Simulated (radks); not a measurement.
Question: Ag31+, 16 electrons, occupied as [Ne] 3s2 3p4 (the NIST ground configuration). All-electron calculation, scalar-relativistic Kohn-Sham, LB94 model potential, spin-polarised, spherical densities, finite nucleus; open shells are filled with parallel spins first (spin-orbit coupling, left out, can overturn this in heavy ions); Fermi nuclear charge, rms radius 4.5454 fm. Program: a radial shooting solver on a logarithmic mesh with Libxc functionals. Some entries of the table are withheld. Estimate them.

orbital  occ.  eigenvalue (hartree)  r(max) (bohr)  <r> (bohr)
1s down     1             -996.0417        0.02015     0.03106
1s up       1             -996.0359        0.02015     0.03106
2s up       1             -197.1259         0.1133      0.1331
2s down     1             -197.0899         0.1134      0.1332
2p up       3             -183.5072        0.09055      0.1158
2p down     3             -183.4053        0.09061      0.1159
3s up       1             -74.27258         0.3107      0.3306
3s down     1             -73.98172         0.3103      0.3303
3p up       3             -69.93307         0.2993         (1)
3p down     1             -69.67402         0.2987         (2)
3d up       0             -64.41365            (3)      0.2839
3d down     0             -64.29433            (4)      0.2829
4s up       0             -38.83322         0.6270      0.6231
4s down     0             -38.69626         0.6279      0.6243

Answer: 
(1) 3p up <r> (bohr): 0.3210
(2) 3p down <r> (bohr): 0.3205
(3) 3d up r(max) (bohr): 0.2381
(4) 3d down r(max) (bohr): 0.2366
